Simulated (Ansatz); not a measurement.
Geometry optimisation, RKS PBE0/6-31G (Ansatz).

input.yaml

```yaml
crystal:
  periodic: [false, false, false]
  atoms:
    - { symbol: C, position_ang: [-0.3491, 1.09637, 0.04543] }
    - { symbol: B, position_ang: [0.19406, -0.3978, -0.00556] }
    - { symbol: Al, position_ang: [-0.0392, -1.00516, 1.99609] }
    - { symbol: Al, position_ang: [0.64071, -0.62248, -2.04994] }
    - { symbol: H, position_ang: [-0.26269, 1.60261, 1.0145] }
    - { symbol: H, position_ang: [0.03144, 1.76915, -0.73257] }
    - { symbol: H, position_ang: [-1.42737, 1.00863, -0.14461] }
    - { symbol: H, position_ang: [0.11221, -2.39625, 2.70238] }
    - { symbol: H, position_ang: [-0.47697, 0.12401, 3.00356] }
    - { symbol: H, position_ang: [1.06681, -2.07195, -2.49647] }
    - { symbol: H, position_ang: [0.65576, 0.39054, -3.24577] }
basis:
  gaussian: { orbitals: "6-31G" }
hamiltonian:
  xc: pbe0
relax:
  f_tol: 0.015
  max_steps: 40
```

Command:

```bash
$ ansatz run input.yaml --threads 1 --pin off --max-ram 2048MiB --backend cpu --events-out ev --progress --plain --runs-dir out
```

Where does it end, and by what steps?

It converged. Limits of this set-up: no polarisation functions. After 21 steps the energy has fallen by 1.002 eV; H11 moved furthest, 2.25 Å.

| step | energy less start (eV) | largest force component (eV/Å) | accepted |
| --- | --- | --- | --- |
| 0 | 0.0000 | 1.481 | yes |
| 1 | -0.4642 | 0.536 | yes |
| 2 | -0.5304 | 0.155 | yes |
| 3 | -0.5831 | 0.204 | yes |
| 4 | -0.6126 | 0.193 | yes |
| 5 | -0.6241 | 0.252 | yes |
| 6 | -0.6297 | 0.218 | yes |
| 7 | -0.6571 | 0.185 | yes |
| 8 | -0.6869 | 0.223 | yes |
| 9 | -0.7228 | 0.224 | yes |
| 10 | -0.7671 | 0.220 | yes |
| 11 | -0.8197 | 0.244 | yes |
| 12 | -0.8660 | 0.207 | yes |
| 13 | -0.9120 | 0.206 | yes |
| 14 | -0.9410 | 0.258 | yes |
| 15 | -0.9813 | 0.104 | yes |
| 16 | -0.9979 | 0.053 | yes |
| 17 | -0.9885 | 0.547 | no |
| 18 | -1.0001 | 0.018 | yes |
| 19 | -1.0019 | 0.035 | yes |
| 20 | -0.9978 | 0.244 | no |
| 21 | -1.0021 | 0.007 | yes |

```xyz
11
Properties=species:S:1:pos:R:3
C -0.952 1.348 -0.085
B -0.006 0.083 0.011
Al 0.307 -0.959 1.849
Al 0.940 -0.759 -1.709
H -1.049 1.938 0.833
H -0.750 2.030 -0.919
H -1.954 0.918 -0.279
H -0.661 -2.171 2.318
H 1.589 -0.658 2.793
H 0.227 -1.910 -2.601
H 2.456 -0.364 -2.124
```

Run time: 40 s on 1 thread of Intel(R) Xeon(R) 6975P-C (Granite Rapids), on a shared host, peak memory 0.15 GiB.
